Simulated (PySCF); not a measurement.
## B²⁺ (boron, charge +2) across methods

[He] 2p1, 2P determinant (an excited configuration). Computed with PySCF 2.14 in aug-cc-pwCVTZ (7s6p4d2f, 59 functions), with the non-relativistic Hamiltonian (point nucleus).

| method | E (hartree) | mean ε 1s α (eV) | mean ε 1s β (eV) | mean ε 2p α (eV) | Σ⟨r²⟩ (bohr²) | ⟨S²⟩ |
| --- | --- | --- | --- | --- | --- | --- |
| LDA | -22.9377 | -208.46 | -207.86 | -26.418 | 3.322 | 0.750 |
| HSE06 | -23.2004 | -217.39 | -216.78 | -27.719 | 3.297 | 0.750 |
| wB97X | -23.2506 | -218.97 | -218.77 | -30.502 | 3.310 | 0.750 |
| UHF | -23.15242 | -239.03 | -238.41 | -31.764 | 3.346 | 0.750 |
| PBE | -23.1929 | -210.45 | -209.87 | -26.771 | 3.298 | 0.750 |
| BHandHLYP | -23.2282 | -225.43 | -224.90 | -29.398 | 3.282 | 0.750 |
| CAM-B3LYP | -23.2079 | -218.63 | -218.10 | -29.580 | 3.281 | 0.750 |
| r2SCAN | -23.2256 | -213.47 | -212.97 | -27.068 | 3.277 | 0.750 |
| PBE0 | -23.1962 | -217.79 | -217.19 | -28.115 | 3.301 | 0.750 |
